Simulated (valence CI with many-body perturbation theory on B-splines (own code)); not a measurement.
# Energy levels of Sr²⁵⁺

Calculated by configuration interaction combined with many-body perturbation theory (CI+MBPT): three valence electrons over a frozen Dirac-Fock core [Ne], a basis of 11 s, 11 p, 10 d, 8 f, 5 g, 2 h functions for each j, with the one-electron correlation potential Σ1 (screened to all orders), the two-electron term Σ2, the three-electron term Σ3, Breit, model QED; selected single and double excitations, second order for the rest, scaled by the run's own slope (own B-spline code, finite nucleus).

No measured levels were compared; by estimate levels of excited configurations hold to 0.05 to 0.15 % of their energy, terms of the ground configuration to about 0.5 %.

Levels 1 to 45 of 153, with energies above the lowest level, 3s²3p ²P°_1/2. "Leading %" is the weight of the configuration and term that name the level; weights of strongly mixed levels are sums over their largest components and can fall short. In the jj column 3d3/2^4 stands for four electrons in 3d with j = 3/2. Lifetimes count E1, E2, E3, M1 and M2 decay at the calculated energies, and are blank where another channel may lead or the interval is too uncertain; long ones can be off by a factor of two.

```tsv
No.	Configuration	Term	J	E (cm⁻¹)	Leading %	Leading jj	Lifetime
1	3s²3p	²P°	1/2	0	98	3s^2 3p1/2 (98 %)	
2	3s²3p	²P°	3/2	126460	98	3s^2 3p3/2 (98 %)	54.9 μs
3	3s3p²	⁴P	1/2	453420	89	3s 3p1/2^2 (75 %)	833 ps
4	3s3p²	⁴P	3/2	525160	97	3s 3p1/2 3p3/2 (96 %)	6.85 ns
5	3s3p²	⁴P	5/2	568040	75	3s 3p1/2 3p3/2 (79 %)	1.05 ns
6	3s3p²	²D	3/2	651690	79	3s 3p1/2 3p3/2 (74 %)	75.0 ps
7	3s3p²	²D	5/2	699630	64	3s 3p3/2^2 (74 %)	250 ps
8	3s3p²	²P	1/2	729340	64	3s 3p1/2 3p3/2 (66 %)	12.5 ps
9	3s3p²	²S	1/2	855710	63	3s 3p3/2^2 (85 %)	15.6 ps
10	3s3p²	²P	3/2	862590	82	3s 3p3/2^2 (61 %)	8.98 ps
11	3s²3d	²D	3/2	933890	74	3s^2 3d3/2 (74 %)	9.14 ps
12	3s²3d	²D	5/2	949530	85	3s^2 3d5/2 (85 %)	12.6 ps
13	3p³	²D°	3/2	1160100	35	3p1/2^2 3p3/2 (76 %)	30.4 ps
14	3p³	²D°	5/2	1226700	58	3p1/2 3p3/2^2 (58 %)	110 ps
15	3p³	⁴S°	3/2	1236800	51	3p1/2 3p3/2^2 (61 %)	18.1 ps
16	3s3p3d	⁴F°	3/2	1259300	75	3s 3p1/2 3d3/2 (65 %)	57.6 ps
17	3s3p3d	⁴F°	5/2	1282400	86	3s 3p1/2 3d3/2 (40 %)	134 ps
18	3s3p3d	⁴F°	7/2	1320200	86	3s 3p1/2 3d5/2 (65 %)	146 ps
19	3p³	²P°	1/2	1343500	79	3p1/2 3p3/2^2 (79 %)	19.8 ps
20	3s3p3d	⁴P°	5/2	1351100	55	3s 3p1/2 3d5/2 (87 %)	16.9 ps
21	3s3p3d	⁴D°	3/2	1353800	57	3s 3p1/2 3d3/2 (55 %)	12.9 ps
22	3s3p3d	⁴D°	1/2	1358400	83	3s 3p1/2 3d3/2 (76 %)	10.3 ps
23	3s3p3d	⁴F°	9/2	1392800	100	3s 3p3/2 3d5/2 (100 %)	
24	3p³	²P°	3/2	1404200	43	3p3/2^3 (53 %)	18.4 ps
25	3s3p3d	²F°	5/2	1433200	50	3s 3p1/2 3d3/2 (26 %)	15.1 ps
26	3s3p3d	⁴D°	7/2	1440400	86	3s 3p3/2 3d5/2 (59 %)	13.1 ps
27	3s3p3d	⁴D°	5/2	1443900	47	3s 3p3/2 3d3/2 (61 %)	14.7 ps
28	3s3p3d	⁴P°	1/2	1444000	90	3s 3p3/2 3d3/2 (96 %)	15.3 ps
29	3s3p3d	⁴P°	3/2	1444300	48	3s 3p3/2 3d3/2 (75 %)	13.1 ps
30	3s3p3d	²D°	3/2	1455200	44	3s 3p3/2 3d3/2 (34 %)	11.8 ps
31	3s3p3d	²D°	5/2	1487500	54	3s 3p3/2 3d5/2 (79 %)	15.6 ps
32	3s3p3d	²F°	7/2	1550200	99	3s 3p3/2 3d5/2 (66 %)	19.5 ps
33	3s3p3d	²P°	3/2	1568400	40	3s 3p1/2 3d3/2 (29 %)	7.24 ps
34	3s3p3d	²F°	7/2	1625300	93	3s 3p3/2 3d5/2 (60 %)	9.46 ps
35	3s3p3d	²P°	1/2	1631700	90	3s 3p3/2 3d5/2 (70 %)	10.9 ps
36	3s3p3d	²F°	5/2	1631700	88	3s 3p3/2 3d3/2 (80 %)	7.47 ps
37	3s3p3d	²P°	1/2	1659500	85	3s 3p3/2 3d3/2 (68 %)	6.03 ps
38	3s3p3d	²P°	3/2	1675900	67	3s 3p3/2 3d5/2 (71 %)	7.32 ps
39	3s3p3d	²D°	5/2	1682700	75	3s 3p3/2 3d5/2 (75 %)	6.00 ps
40	3s3p3d	²P°	3/2	1687400	44	3s 3p3/2 3d3/2 (36 %)	5.77 ps
41	3p²3d	⁴F	3/2	1864000	64	3p1/2^2 3d3/2 (85 %)	24.5 ps
42	3p²3d	⁴F	5/2	1902400	36	3p1/2^2 3d5/2 (65 %)	27.4 ps
43	3p²3d	²F	5/2	1920800	55	3p1/2 3p3/2 3d3/2 (84 %)	35.3 ps
44	3p²3d	²F	7/2	1947200	56	3p1/2 3p3/2 3d3/2 (60 %)	35.4 ps
45	3p²3d	²P	3/2	1951500	49	3p1/2 3p3/2 3d3/2 (83 %)	17.2 ps
```

Names give the largest LS component (configuration and term), which can be under half, so a name can repeat, a term be missing and a line seem to break the LS rules; names also repeat where a configuration has a term twice.

The ionisation energy to 3s² ¹S0 of the next ion comes out as 1221.4 eV (NIST: 1211 ± 6 eV (semi-empirical)). All 153 levels together are meant to be complete up to 4849300 cm⁻¹.
